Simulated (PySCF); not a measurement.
## Nitrogen: a sound run and one with changed settings

Sound run: N+ [He] 2s2 2p2, N(2+) [He] 2s2 2p1. Computed with PySCF 2.14 in cc-pVTZ-DK, with the spin-free X2C one-electron Hamiltonian (Gaussian nucleus). In the sound run the correlated levels freeze 1s2. The sound run starts from symmetry-adapted Hartree-Fock orbitals and uses a fine grid where one is needed.

A second run was set up differently.

```json
{"species": "N+", "method": "UHF", "sound run (hartree)": "-53.91964", "changed run (hartree)": "-53.91964", "converged": "yes"}
{"species": "N+", "method": "M06-L", "sound run (hartree)": "-54.08602", "changed run (hartree)": "-54.08602", "converged": "yes"}
{"species": "N+", "method": "TPSS", "sound run (hartree)": "-54.10227", "changed run (hartree)": "-54.10227", "converged": "yes"}
{"species": "N+", "method": "MP2", "sound run (hartree)": "-53.99117", "changed run (hartree)": "-53.97693", "converged": "yes"}
{"species": "N+", "method": "CCSD(T)", "sound run (hartree)": "-54.01378", "changed run (hartree)": "-54.01378", "converged": "yes"}
{"species": "N(2+)", "method": "UHF", "sound run (hartree)": "-52.84711", "changed run (hartree)": "-52.84711", "converged": "yes"}
{"species": "N(2+)", "method": "M06-L", "sound run (hartree)": "-52.99115", "changed run (hartree)": "-52.99115", "converged": "yes"}
{"species": "N(2+)", "method": "TPSS", "sound run (hartree)": "-53.00619", "changed run (hartree)": "-53.00619", "converged": "yes"}
{"species": "N(2+)", "method": "MP2", "sound run (hartree)": "-52.90345", "changed run (hartree)": "-52.89067", "converged": "yes"}
{"species": "N(2+)", "method": "CCSD(T)", "sound run (hartree)": "-52.93117", "changed run (hartree)": "-52.93117", "converged": "yes"}
```

Ionisation energy of N+:

```csv
method,sound run (eV),changed run (eV)
UHF,29.185,29.185
M06-L,29.793,29.793
TPSS,29.826,29.826
MP2,29.598,29.559
SCS-MP2,29.462,29.450
CCSD,29.444,29.444
CCSD(T),29.460,29.460
```

**Question.** What was changed?
A. angular grid far too coarse
B. level shift left on
C. a valence shell is frozen
D. minimal basis

**Answer.** B. It used initial guess sap, at most 50 SCF cycles, level shift 0.5 hartree. A level shift leaves the converged SCF energy unchanged but raises the virtual orbital energies, which shrinks MP2 if it is not removed.
